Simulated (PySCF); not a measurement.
An unknown shows these calculated signals:

1H NMR (400 MHz, computed): δ 7.48 (m, 2H), 7.35 (m, 2H), 7.29 (m, 1H), 5.69 (br s, 1H), 5.34 (br s, 1H), 2.16 (s, 3H).

13C{1H} NMR (computed): δ 148.3 (C), 142.5 (C), 130.5 (CH), 130.2 (CH), 127.7 (CH), 116.8 (CH2), 23.7 (CH3).

A single conformation, equivalent nuclei averaged, relativity neglected, no solvent. σ from GIAO-B97-2/pcSseg-1; PBE0-D3(BJ)/def2-SVP structure; PySCF 2.14.

Chemical shifts δ = σref − σ; 1H (31.38 ppm) and 13C (183.69 ppm) against TMS, all at this level.

Question: Which of these does the molecule contain: an ester, an amide, a benzene ring, a non-aromatic C=C double bond, a nitrile?

Answer: 
- An ester: no.
- An amide: no.
- A benzene ring: yes.
- A non-aromatic C=C double bond: yes.
- A nitrile: no.

The data belong to SMILES C(=C)(C)C1=CC=CC=C1, C$_{9}$H$_{10}$; they needn't prove each group on their own.

Carbon signals by region: 6 in the sp2 and nitrile region (100–160 ppm), 1 below 50 ppm.

Shifts are as computed. Against solution values, carbons near 30 ppm lie about +1 ppm off and those near 130 ppm about +2 ppm. Of 1211 compounds with measured shifts, 218 miss one by over three times the rms of a fit or turn the order of signals round; such compounds aren't used in these exercises. No couplings were computed; multiplicities are counted from neighbouring protons, with m where these are inequivalent, close in shift, in a saturated or five-membered ring or joined by F or P, and br s for small geminal =CH2 splittings.
